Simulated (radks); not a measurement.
Results of a calculation; reference values are marked as such.
Excited configurations of Ti I: one electron is placed in a higher orbital outside [Ar] 3d2 4s1. The ground configuration is [Ar] 3d2 4s2. Code: a radial shooting solver on a logarithmic mesh with Libxc functionals. Model: scalar-relativistic Kohn-Sham, PBE, spin-polarised, spherical densities, point nucleus; open shells are filled with parallel spins first. Excitation = E - E(ground); binding = E(ion) - E, where the ion is the core of charge +1; n* = 1/sqrt(2 binding) in atomic units, and the quantum defect is n - n*.

outer orbital  excitation (eV)  binding (eV)     n*  quantum defect  eigenvalue (eV)  <r> (bohr)
4p                       2.031         4.674  1.706           2.294           -2.416       4.419
4d                       4.964         1.741  2.796           1.204           -0.785       9.525
4f                       5.731         0.974  3.738           0.262           -0.475       16.43
5s                       4.182         2.523  2.322           2.678           -1.540       8.799
5p                       4.818         1.887  2.685           2.315           -1.117       10.97
5d                       5.590         1.115  3.494           1.506           -0.640       17.80
5f                       6.018         0.686  4.453           0.547           -0.405       27.75
6p                       5.606         1.099  3.519           2.481           -0.691       19.96
7p                       5.975         0.730  4.317           2.683           -0.483       31.18

The Delta-SCF ionisation energy is 6.705 eV (NIST Atomic Spectra Database: 6.828 eV, measured). Self-interaction in the functional shifts the binding energies and quantum defects, so they are the method's values and not measured ones. Open shells are spherical and high-spin; term and fine-structure splittings are not resolved.
